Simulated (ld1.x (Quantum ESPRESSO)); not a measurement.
Ho, ultrasoft: configuration errors across variants

ld1.x (Quantum ESPRESSO) 7.5 input, shortened:

```
&input
   title='Ho', zed=67., rel=1, dft='PBE', iswitch=3,
   config='[Xe] 4f10 5d1 6s2 6p0'
 /
 &inputp
   pseudotype=3, tm=.true., lloc=-1, rcloc=1.75,
   nlcc=.false.,
   which_augfun='PSQ', rmatch_augfun=1.95
 /
6
5S  1  0   2.00   0.00  2.30  2.45  0.0
6S  2  0   2.00   0.00  2.30  2.45  0.0
5P  2  1   6.00   0.00  1.95  2.25  0.0
6P  3  1   0.00   0.00  1.95  2.25  0.0
5D  3  2   1.00   0.00  2.20  2.70  0.0
5D  3  2   0.00   0.30  2.20  2.70  0.0
 &test
   configts(1)='5s2 5p6 5d1 6s2 6p0'
 /
```

All-electron excitation energies from the reference (eV): (1) 5s2 5p6 5d1 6s1 6p0 6.941; (2) 5s2 5p6 5d1 6s0 6p0 19.538; (3) 5s2 5p6 5d1 6s1 6p1 3.093; (4) 5s2 5p6 5d0 6s2 6p0 5.732; (5) 5s2 5p5 5d1 6s2 6p0 34.336; (6) 5s2 5p6 5d1 6s0 6p1 10.793.

The overlap operator is not positive definite (basis up to 400 Ry) in “base”, “all radii scaled by about 1.14 (s 2.78, p 2.56, d 3.06 bohr, rcut 2.62/2.22/2.50); local potential all-electron potential smoothed inside 1.98 bohr (lloc = -1); augmentation PSQ, radius 2.22 bohr”, “all radii scaled by about 1.22 (s 2.98, p 2.74, d 3.30 bohr, rcut 2.80/2.38/2.68); local potential all-electron potential smoothed inside 2.14 bohr (lloc = -1); augmentation PSQ, radius 2.38 bohr”, “all radii scaled by about 1.39 (s 3.40, p 3.12, d 3.74 bohr, rcut 3.18/2.70/3.04); local potential all-electron potential smoothed inside 2.42 bohr (lloc = -1); augmentation PSQ, radius 2.70 bohr”. Such files are unfit for use, however small their errors in these radial tests.

Tests that are not counted but printed errors over 1 eV. “base”: 5s2 5p6 5d0 6s0 6p0 (solver errors, printed error -495 eV).

4 further variants failed, have other tests or too few solved ones, and are left out.

Errors AE − PS in meV (a dash: test not solved or not reliable):

```csv
change,(1),(2),(3),(4),(5),(6),bound ghosts
base,-1.0,+8.5,-4.5,-18,-255,-17,not determined (overlap not positive)
"all radii scaled by about 1.14 (s 2.78, p 2.56, d 3.06 bohr, rcut 2.62/2.22/2.50); local potential all-electron potential smoothed inside 1.98 bohr (lloc = -1); augmentation PSQ, radius 2.22 bohr",–,–,–,–,–,–,not determined (overlap not positive)
"all radii scaled by about 1.22 (s 2.98, p 2.74, d 3.30 bohr, rcut 2.80/2.38/2.68); local potential all-electron potential smoothed inside 2.14 bohr (lloc = -1); augmentation PSQ, radius 2.38 bohr",–,–,–,–,–,–,not determined (overlap not positive)
"all radii scaled by about 1.39 (s 3.40, p 3.12, d 3.74 bohr, rcut 3.18/2.70/3.04); local potential all-electron potential smoothed inside 2.42 bohr (lloc = -1); augmentation PSQ, radius 2.70 bohr",–,–,–,–,–,–,not determined (overlap not positive)
```

Q: Give the same row for: all radii scaled by about 1.28 (s 3.14, p 2.88, d 3.46 bohr, rcut 2.96/2.50/2.82); local potential all-electron potential smoothed inside 2.24 bohr (lloc = -1); augmentation PSQ, radius 2.50 bohr.

A: –, –, –, –, –, –; bound ghosts: not determined (overlap not positive). Not counted: 5s2 5p6 5d1 6s1 6p0 (solver errors, printed error -708 eV); 5s2 5p6 5d1 6s0 6p0 (solver errors, printed error -592 eV); 1 more. Its overlap operator is not positive definite in a basis up to 400 Ry (lowest eigenvalue s -0.08, p -1.44), so the file is unfit for use: the generalised eigenproblem breaks down once the basis is large enough, and its test numbers describe a broken file.
